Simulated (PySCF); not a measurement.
`C(CC)NCCC`, C$_{6}$H$_{15}$N

Molfile (atoms numbered from 1):
```
C6H15N
     RDKit          3D

 22 21  0  0  0  0  0  0  0  0999 V2000
    3.7237   -0.2523    0.6369 C   0  0  0  0  0  0  0  0  0  0  0  0
    2.4836   -0.3879   -0.2304 C   0  0  0  0  0  0  0  0  0  0  0  0
    1.1903   -0.1379    0.5271 C   0  0  0  0  0  0  0  0  0  0  0  0
    0.0399   -0.2276   -0.3384 N   0  0  0  0  0  0  0  0  0  0  0  0
   -1.2266   -0.0071    0.3159 C   0  0  0  0  0  0  0  0  0  0  0  0
   -2.3885   -0.1232   -0.6564 C   0  0  0  0  0  0  0  0  0  0  0  0
   -3.7382    0.1516   -0.0153 C   0  0  0  0  0  0  0  0  0  0  0  0
    3.7039   -0.9591    1.4821 H   0  0  0  0  0  0  0  0  0  0  0  0
    3.8070    0.7621    1.0592 H   0  0  0  0  0  0  0  0  0  0  0  0
    4.6417   -0.4480    0.0630 H   0  0  0  0  0  0  0  0  0  0  0  0
    2.5253    0.3120   -1.0812 H   0  0  0  0  0  0  0  0  0  0  0  0
    2.4497   -1.4005   -0.6724 H   0  0  0  0  0  0  0  0  0  0  0  0
    1.1355   -0.8318    1.3996 H   0  0  0  0  0  0  0  0  0  0  0  0
    1.2157    0.8783    0.9620 H   0  0  0  0  0  0  0  0  0  0  0  0
    0.0317   -1.1330   -0.8052 H   0  0  0  0  0  0  0  0  0  0  0  0
   -1.2175    1.0098    0.7499 H   0  0  0  0  0  0  0  0  0  0  0  0
   -1.3984   -0.6951    1.1777 H   0  0  0  0  0  0  0  0  0  0  0  0
   -2.2073    0.5701   -1.4942 H   0  0  0  0  0  0  0  0  0  0  0  0
   -2.3872   -1.1372   -1.0966 H   0  0  0  0  0  0  0  0  0  0  0  0
   -3.7842    1.1722    0.3975 H   0  0  0  0  0  0  0  0  0  0  0  0
   -4.5586    0.0514   -0.7415 H   0  0  0  0  0  0  0  0  0  0  0  0
   -3.9410   -0.5468    0.8127 H   0  0  0  0  0  0  0  0  0  0  0  0
  1  2  1  0
  2  3  1  0
  3  4  1  0
  4  5  1  0
  5  6  1  0
  6  7  1  0
  1  8  1  0
  1  9  1  0
  1 10  1  0
  2 11  1  0
  2 12  1  0
  3 13  1  0
  3 14  1  0
  4 15  1  0
  5 16  1  0
  5 17  1  0
  6 18  1  0
  6 19  1  0
  7 20  1  0
  7 21  1  0
  7 22  1  0
M  END
```

Method used: PySCF 2.14.0, quadratic response CAM-B3LYP/aug-cc-pVDZ first hyperpolarisability, Taylor convention, gas phase. Geometry: PBE0-D3(BJ)/def2-SVP.

Task: Give the tensor of the second harmonic β(−2ω;ω,ω) at 1064 nm in the axes of these coordinates.

Result: In au, Taylor convention; rows are the first index (the induced dipole):
|  | xx | yy | zz | xy | xz | yz |
| --- | --- | --- | --- | --- | --- | --- |
| x | +16.6 | +0.2 | -1.1 | +18.2 | -51.0 | -0.6 |
| y | +18.7 | -12.4 | +36.3 | +0.1 | -0.5 | -32.2 |
| z | -51.8 | -32.3 | -68.1 | -0.6 | -1.1 | +37.1 |

Norm of βᵢ = ⅓ Σⱼ (βᵢⱼⱼ + βⱼᵢⱼ + βⱼⱼᵢ): 158.3 au, hyper-Rayleigh value 62.7 au.
